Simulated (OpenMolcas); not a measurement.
Au3+ among 6 point charges of -1.5 e arranged as a tetragonal octahedron (D4h). The axial distance is 1.07 times the equatorial one, R.

```yaml
Program: OpenMolcas 26.06
Method: "SS-CASPT2, IPEA 0.25 Eh, imaginary shift 0.1 Eh (closed shells correlated: 5s 5p)"
Basis: ANO-RCC-VDZP [7s6p4d2f]
Scalar_Hamiltonian: DKH2, point nucleus
Active_space: 8 electrons in 5 orbitals (5d)
State_averaging: 2S+1 = 3 even, 10 roots; 2S+1 = 1 even, 15 roots
Spin-orbit_coupling: RASSI with atomic mean-field integrals over the reference wave functions
```

All point charges move together. At R = 1.84 Å the first state of the same spin is 9630 cm-1, and at R = 2.04 Å it is 6050 cm-1.

Q: A third run gives 13610 cm-1. What distance was it run at?

A: With a power law R^-n the two known points give n = -ln(6050 / 9630) / ln(2.04 / 1.84) = 4.50. Then R = 1.84 × (9630 / 13610)^(1/4.50) = 1.704 Å. The run was at 1.7 Å, so the estimate is off by +0.004 Å.

Real 4d8 and 5d8 ions are as a rule square planar and diamagnetic. This shell can be high or low spin here, a state of another spin lies low, and with metal d orbitals alone active their balance is uncertain, so the ground spin may be wrong. Point charges give a weaker field than real ligands, and real ions of this kind are as a rule low spin; the high spin found here belongs to the model. Free-ion shares, where given, are those of the reference states; single-state CASPT2 does not remix them. Spin-orbit coupling mixes the spin-free states strongly: the lowest level takes only 64 % from its leading state, 3B1 (holds for R = 2.04). Point charges carry no covalency, so the field is a model and not that of real ligands. No measured value stands beside these numbers.
